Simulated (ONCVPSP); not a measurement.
**Scattering properties, ONCV potential for Hf (Z = 72)**

Hf (Z = 72), optimised norm-conserving Vanderbilt (ONCV), made with ONCVPSP 4.0.1 (PW91, fully relativistic). Core [Kr] 4d10 4f14, reference 5s2 5p6 5d2 6s1.5 (charge +0.5). Waves: 5s+6s: rc 2.20 bohr, ncon 4, nbas 8, qcut 4.6 1/bohr, 2 projectors; 5p: rc 1.75 bohr, ncon 3, nbas 7, qcut 8.7 1/bohr, 2 projectors, debl 3.5 Ha; 5d: rc 2.60 bohr, ncon 3, nbas 7, qcut 6.6 1/bohr, 2 projectors, debl 2.7 Ha. Local part: polynomial inside 1.35 bohr (lpopt 5, dvloc0 2 Ha). Core correction: Teter function fitted to the true core (icmod 2), fcfact 0.7.

Open shells are filled in proportion to 2j + 1.

The phase is arctan(r·R′/R) of the radial function R(r), unwrapped; energies in Ha, scanned from -4 to 5 Ha. A pole is an energy at which the radial function vanishes at the test radius. The pseudo phase is shifted by a multiple of π to meet the all-electron one at the reference energy, and phase errors are pseudo minus all-electron; the curves can meet again beyond the range given. Levels narrower than the energy grid can be missing from the lists of poles.

For each channel, where are the poles, and over which energies does the pseudopotential scatter like the atom?

```
channel  radius (bohr)  reference energy (Ha)  poles, all-electron      poles, pseudo  unbroken range about the reference energy with phases within 0.05 rad  phase error 1 Ha above the reference energy (rad)
      s           2.24                  -0.29          -2.50, 2.54  -2.50, 2.27, 4.34                                                              below 2.6                                             -0.004
   p3/2           1.78                  -1.35                -0.42              -0.42                                                        the whole range                                             -0.000
   p1/2           1.78                  -1.64                -0.93              -0.93                                                        the whole range                                             -0.000
   d5/2           2.64                  -0.21           0.20, 3.45         0.20, 3.46                                                        the whole range                                             +0.000
   d3/2           2.64                  -0.23           0.15, 3.37         0.15, 3.38                                                        the whole range                                             +0.001
```

Phases in the p1/2 channel:

```
E (Ha)  all-electron  pseudo
 -3.98         1.214   1.214
 -3.50         1.137   1.137
 -3.02         0.985   0.985
 -2.54         0.559   0.559
 -2.06        -0.654  -0.654
 -1.58        -1.312  -1.312
 -1.10        -1.526  -1.526
 -0.62        -1.638  -1.639
 -0.14        -1.724  -1.724
  0.34        -1.809  -1.809
  0.82        -1.917  -1.917
  1.30        -2.088  -2.089
  1.78        -2.432  -2.432
  2.26        -3.155  -3.155
  2.74        -3.885  -3.885
  3.22        -4.230  -4.230
  3.70        -4.395  -4.396
  4.18        -4.489  -4.490
  4.66        -4.550  -4.551
```
